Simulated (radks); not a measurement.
Numerical settings for neutral xenon, [Xe]. Calculated with a radial shooting solver on a logarithmic mesh with Libxc functionals: scalar-relativistic Kohn-Sham, PBEsol, spin-polarised, spherical densities, point nucleus. The defaults (mesh step 0.008 in ln r, mesh end at 40 bohr or more with all orbitals vanishing there, Anderson mixing 0.5 over 9 steps, residual threshold near 1e-9 with the energy settled to 1e-9 hartree or 1e-11 of itself, here a cap of 57 iterations) give E = -7444.2553 hartree and 5p at -8.243 eV in 12 iterations. Run on one thread of a shared host, so times are rough (Arm Neoverse V2): 0.2 s of CPU time, 0.2 s wall, 12 iterations on 2725 mesh points. Changes against that run (0 stands for a change within the tolerance of the run):

| setting | iterations | converged | E (mhartree) | e(5p) (meV) | CPU (s) |
|---|---|---|---|---|---|
| mesh step in ln r 0.08 | 32 | yes | -0.485 | +0.00312 | 0.1 |
| mesh step in ln r 0.2 | 2 | no | diverged | - | 0.03 |
| mesh step in ln r 0.12 | 2 | no | diverged | - | 0.04 |
| mesh end (bohr) 8 | 12 | yes | +0.79 | +40.8 | 0.19 |
| mesh end (bohr) 5 | 12 | yes | +84.3 | +1.66e+03 | 0.18 |
| residual threshold 0.1 | 9 | yes | 0 | +0.198 | 0.17 |
| residual threshold 1e-13 | 24 | yes | 0 | 0 | 0.28 |
| mixing 0.01 | 20 | yes | 0 | 0 | 0.31 |
| linear mixing, mixing 0.2 | 57 | no | +0.000228 | -0.0146 | 0.77 |
| linear mixing, mixing 0.05 | 57 | no | +4.71 | -273 | 0.87 |
| mixing history 20 | 15 | yes | 0 | 0 | 0.24 |
| iteration cap 8 | 8 | no | 0 | +0.198 | 0.2 |

Settings that end as converged yet miss the energy by more than 1 mhartree: mesh end (bohr) 5 (+0.0843 hartree). A mesh that ends early acts as a hard wall.
